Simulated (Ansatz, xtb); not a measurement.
## C5H6N2Si: which of two isomers lies lower

Structure X is `N#CC1=C[Si@H](N)C=C1`, a singlet and structure Y is `N#C[SiH2]n1cccc1`, a singlet. Both are isolated molecules in the gas phase, relaxed with r2SCAN-D4/def2-SVP; the shapes shown needn't be the lowest conformers.

X (Å):

```xyz
14

C    -1.3577   -0.5007    2.2136
C    -0.4638   -0.6733    1.1103
C     0.6099    0.1300    0.8741
C     0.1823   -1.8876   -0.8772
C    -0.6981   -1.7913    0.1415
N    -2.0979   -0.3733    3.1059
N     1.7908    0.6318   -1.8708
Si    1.4910   -0.5453   -0.6498
H     0.8535    0.9672    1.5325
H     2.8137   -1.1546   -0.3185
H     2.5375    0.4901   -2.5429
H     1.0319    1.1715   -2.2752
H     0.0963   -2.6783   -1.6279
H    -1.5496   -2.4620    0.3055
```

Y (Å):

```xyz
14

C    -2.0549    0.6917   -0.6138
C     1.6469    1.0686   -1.2982
C     2.5487    0.3044   -2.0037
C     2.3221   -1.0601   -1.6479
C     1.2897   -1.0818   -0.7376
N    -3.0139    0.6834   -1.2753
N     0.8711    0.2252   -0.5092
Si   -0.5232    0.7047    0.4409
H    -0.3247    2.0936    0.9194
H    -0.7243   -0.2808    1.5298
H     1.4899    2.1467   -1.2815
H     3.3000    0.6841   -2.6951
H     2.8658   -1.9305   -2.0133
H     0.8150   -1.9163   -0.2222
```

Estimate E(Y) − E(X) at the level CCSD(T)/def2-SVP + ΔMP2/def2-TZVPP.

Calculated at CCSD(T)/def2-SVP + ΔMP2/def2-TZVPP: E(Y) − E(X) = −0.350 eV, so structure Y lies lower.

How the difference moves with the method:

| level | geometry | E(Y) − E(X) (eV) | departure from the last row (eV) | job, with rough time for the two |
| --- | --- | --- | --- | --- |
| GFN2-xTB | GFN2-xTB | −1.549 | −1.199 | optimisation, 0.21 s |
| HF/STO-3G | GFN2-xTB | −1.349 | −0.999 | single point, 0.42 s |
| r2SCAN-D4/def2-SVP//GFN2-xTB | GFN2-xTB | −0.554 | −0.204 | single point, 4.2 s |
| r2SCAN-D4/def2-SVP | r2SCAN-D4/def2-SVP | −0.541 | −0.191 | optimisation, 46 s |
| HF/def2-SVP | r2SCAN-D4/def2-SVP | −0.518 | −0.168 | part of the CCSD(T) run |
| MP2/def2-SVP | r2SCAN-D4/def2-SVP | −0.672 | −0.322 | part of the CCSD(T) run |
| CCSD(T)/def2-SVP | r2SCAN-D4/def2-SVP | −0.542 | −0.192 | single point |
| CCSD(T)/def2-SVP + ΔMP2/def2-TZVPP | r2SCAN-D4/def2-SVP | −0.350 |  | single point, 93 s |

As drawn, Y has 2 C∷N, 3 C∷C, 1 Si–H, 1 C–H in place of 2 C–C, 2 C=C, 1 C–Si, 2 N–H (∷ is an aromatic bond). Structure X has a 5-membered ring, Y a 5-membered ring (with an aromatic ring).

The levels shown agree on the order. The largest departure from CCSD(T)/def2-SVP + ΔMP2/def2-TZVPP is that of GFN2-xTB, 1.199 eV. A small imaginary or near-zero mode remains, so no thermal terms are given. The last row adds to CCSD(T) the change of the MP2 difference between the two basis sets, here +0.192 eV, a large step that makes the value less sure.

The correlated steps freeze 12 core orbitals. Codes used: Ansatz 0.2.0, xtb 6.7.1; the last row on 4 threads of Arm Neoverse V1 on a shared host.
